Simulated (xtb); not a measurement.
xtb input:

```bash
xtb mol.xyz --gfn 1 --opt tight --chrg 0 --uhf 0
```
mol.xyz:
```
19

C      1.54435780     0.24048329     1.58450799
C      1.18088464    -0.15409209     0.15611342
C      1.89520279     0.71778951    -0.87514181
N     -0.29106319    -0.15235062    -0.06201940
Si    -0.90304209    -1.54823052    -0.87887831
Si    -1.26905746     1.17433253     0.47133047
H      2.62048709     0.15012800     1.74090421
H      1.26989944     1.27832744     1.79047939
H      1.03346685    -0.39668283     2.30671830
H      1.52486586    -1.18549642     0.01314635
H      1.60742775     1.76439245    -0.76198074
H      2.97844123     0.64876885    -0.75532560
H      1.64034373     0.40278231    -1.88740090
H     -2.36814044    -1.41892412    -1.02660288
H     -0.28225140    -1.70571239    -2.22008870
H     -0.58554057    -2.78235862    -0.11495066
H     -0.65068833     2.47390285     0.11009118
H     -2.58585437     1.05499388    -0.18926067
H     -1.47829221     1.19182026     1.94119884
```

**Question.** Which total energy does the run end on?

**Answer.** -20.33949 Eh (GFN1-xTB).
